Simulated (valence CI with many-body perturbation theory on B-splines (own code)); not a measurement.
## Ta LXVIII: one-electron terms

Method: relativistic CI+MBPT: four valence electrons over a frozen Dirac-Fock core [He], a basis of 11 s, 11 p, 10 d, 8 f, 5 g, 2 h functions for each j, with the one-electron correlation potential Σ1, the two-electron term Σ2, the three-electron term Σ3, Breit, model QED; selected CI, second order for the rest, scaled by the run's own slope (own B-spline code, finite nucleus).

The last digits are not significant, and no measured levels were compared; by estimate large intervals hold to a few tenths of a per cent, small ones and those within an open d or f shell to about a per cent. Among the levels kept, up to 1300 cm⁻¹ of a level comes from second order outside the variational space, and about a tenth of that is noise between levels of different J, which matters for small intervals.

These are the spectroscopic orbitals of the CI (the correlating ones are not listed), shaped by the core and the other valence electrons. h is the expectation value of the core's Dirac-Fock operator, without the valence repulsion; Σ1 is computed up to l = 3 at one energy for each symmetry, that of its lowest orbital but kept below the first core excitation, so for empty shells it is not the orbital's own correlation shift; Breit and QED include the response of the core.

| Orbital | h (hartree) | Σ1 (cm⁻¹) | Breit (cm⁻¹) | QED (cm⁻¹) | ⟨r⟩ (bohr) |
| --- | --- | --- | --- | --- | --- |
| 2s1/2 | -702.61 | -1584 | 120538 | 148088 | 0.07566 |
| 3s1/2 | -304.61 | -401 | 33176 | 42567 | 0.1774 |
| 4s1/2 | -168.41 | -158 | 13081 | 17371 | 0.3237 |
| 5s1/2 | -106.53 | -78.2 | 6515 | 8714 | 0.5141 |
| 6s1/2 | -73.358 | -44.3 | 3702 | 4971 | 0.7486 |
| 7s1/2 | -53.559 | -27.5 | 2303 | 3099 | 1.027 |
| 2p1/2 | -695.53 | -4420 | 242761 | 6785 | 0.06230 |
| 3p1/2 | -302.62 | -1020 | 64126 | 1264 | 0.1650 |
| 4p1/2 | -167.6 | -394 | 25215 | 473 | 0.3122 |
| 5p1/2 | -106.12 | -193 | 12510 | 230 | 0.5033 |
| 6p1/2 | -73.125 | -109 | 7097 | 129 | 0.7386 |
| 7p1/2 | -53.414 | -67.6 | 4411 | 79.7 | 1.018 |
| 2p3/2 | -642.91 | -2646 | 79432 | 20621 | 0.06946 |
| 3p3/2 | -286.97 | -615 | 22123 | 5438 | 0.1752 |
| 4p3/2 | -161.05 | -239 | 10853 | 2202 | 0.3257 |
| 5p3/2 | -102.79 | -118 | 5464 | 1105 | 0.5202 |
| 6p3/2 | -71.211 | -66.9 | 3129 | 632 | 0.7590 |
| 7p3/2 | -52.214 | -41.6 | 1958 | 395 | 1.041 |
| 3d3/2 | -286.27 | -281 | 2315 | -262 | 0.1477 |
| 4d3/2 | -160.75 | -122 | 1275 | -24.1 | 0.2988 |
| 5d3/2 | -102.64 | -63.3 | 624 | 5.0 | 0.4941 |
| 6d3/2 | -71.124 | -36.8 | 378 | 7.9 | 0.7334 |
| 7d3/2 | -52.159 | -23.2 | 244 | 6.8 | 1.016 |
| 3d5/2 | -281.9 | -236 | 749 | 1687 | 0.1511 |
| 4d5/2 | -158.9 | -102 | 413 | 790 | 0.3030 |
| 5d5/2 | -101.69 | -52.5 | 193 | 420 | 0.4991 |
| 6d5/2 | -70.574 | -30.5 | 117 | 247 | 0.7394 |
| 7d5/2 | -51.813 | -19.2 | 75.7 | 157 | 1.023 |
| 4f5/2 | -158.82 | -22.0 | 13.5 | -216 | 0.2604 |
| 5f5/2 | -101.65 | -12.6 | 11.2 | -105 | 0.4568 |
| 6f5/2 | -70.553 | -7.7 | 6.9 | -58.5 | 0.6974 |
| 7f5/2 | -51.801 | -5.0 | 4.9 | -36.1 | 0.9818 |
| 4f7/2 | -157.93 | -20.5 | 4.0 | 201 | 0.2626 |
| 5f7/2 | -101.19 | -11.6 | 3.3 | 109 | 0.4593 |
| 6f7/2 | -70.287 | -7.1 | 1.9 | 65.4 | 0.7003 |
| 7f7/2 | -51.633 | -4.6 | 1.4 | 42.0 | 0.9851 |
| 5g7/2 | -101.18 |  | 0.1 | -70.3 | 0.4009 |
| 6g7/2 | -70.281 |  | 0.1 | -40.6 | 0.6420 |
| 7g7/2 | -51.629 |  | 0.0 | -25.5 | 0.9271 |
| 5g9/2 | -100.91 |  | 0.0 | 56.4 | 0.4026 |
| 6g9/2 | -70.123 |  | 0.0 | 32.9 | 0.6438 |
| 7g9/2 | -51.53 |  | 0.0 | 20.9 | 0.9292 |
| 6h9/2 | -70.123 |  |  |  | 0.5704 |
| 6h11/2 | -70.019 |  |  |  | 0.5717 |

Among the shells of the start configuration 2s2 2p2, Σ1 is largest in size for 2p1/2, where it is 0.0029 % of h.

Lowest root of each symmetry, sizes in configuration state functions:

```
J  Parity  Roots  Reference  Variational  Second order  Change by selected CI (cm⁻¹)  Change by second order (cm⁻¹)
0    even     20         53        31539         41477                        -25044                              0
1    even     36        124        31998        144960                        -20899                           -199
2    even     36        150        32000        255714                        -22382                           -371
3    even     24        123        31994        296375                        -19974                           -455
4    even     10         83        31999        214243                        -21129                           -297
5    even      3         46        28500         63629                        -19473                            -15
0     odd     16         49        28830         32081                        -25832                             -1
1     odd     36        127        32000        154424                        -29473                           -210
2     odd     36        147        31994        270972                        -23677                           -377
3     odd     21        122        31997        233347                        -21740                           -400
4     odd      8         82        31997        156852                        -20725                           -160
5     odd      2         45        23772        102695                        -27341                            -15
```
